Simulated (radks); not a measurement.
Task: Isoelectronic series with 56 electrons, all held in the configuration [Xe] 6s2, which need not be the ground one along the series. All-electron calculation, scalar-relativistic Kohn-Sham, PBE, spin-polarised, spherical densities, point nucleus. Program: a radial shooting solver on a logarithmic mesh with Libxc functionals. Total energies (hartree) and orbital eigenvalues (Ry):

| ion | E (hartree) | 6s | 5p | 5s |
|---|---|---|---|---|
| Ba | -8135.5648 | -0.23740 | -1.37711 | -2.47504 |
| La+ | -8493.0507 | -0.68022 | -2.21985 | -3.44910 |
| Ce2+ | -8859.4258 | -1.22983 | -3.20109 | -4.56579 |
| Pr3+ | -9234.7252 | -1.87002 | -4.30121 | -5.80545 |
| Nd4+ | -9618.9928 | -2.59277 | -5.51079 | -7.15874 |
| Pm5+ | -10012.2785 | -3.39325 | -6.82420 | -8.62024 |
| Sm6+ | -10414.6366 | -4.26830 | -8.23771 | -10.18646 |
| Eu7+ | -10826.1254 | -5.21566 | -9.74867 | -11.85501 |
| Gd8+ | -11246.8065 | -6.23373 | -11.35511 | -13.62426 |
| Tb9+ | -11676.7452 | -7.32129 | -13.05557 | -15.49303 |
| Dy10+ | -12116.0096 | -8.47745 | -14.84887 | -17.46052 |
| Ho11+ | -12564.6713 | -9.70152 | -16.73414 | -19.52619 |
| Er12+ | -13022.8047 | -10.99302 | -18.71066 | -21.68971 |
| Tm13+ | -13490.4877 | -12.35157 | -20.77788 | -23.95092 |
| Yb14+ | -13967.8013 | -13.77695 | -22.93537 | -26.30979 |
| Lu15+ | -14454.8296 | -15.26898 | -25.18278 | -28.76642 |
| Hf16+ | -14951.6604 | -16.82761 | -27.51988 | -31.32099 |
| Ta17+ | -15458.3848 | -18.45283 | -29.94646 | -33.97379 |
| W18+ | -15975.0977 | -20.14470 | -32.46241 | -36.72517 |
| Os20+ | -17038.8867 | -23.72889 | -37.76214 | -42.52550 |
| Ir21+ | -17586.1720 | -25.62158 | -40.54588 | -45.57551 |

Estimate the row of Re19+.

Result: E (hartree) -16501.8975; 6s -21.90334; 5p -35.06765; 5s -39.57557.
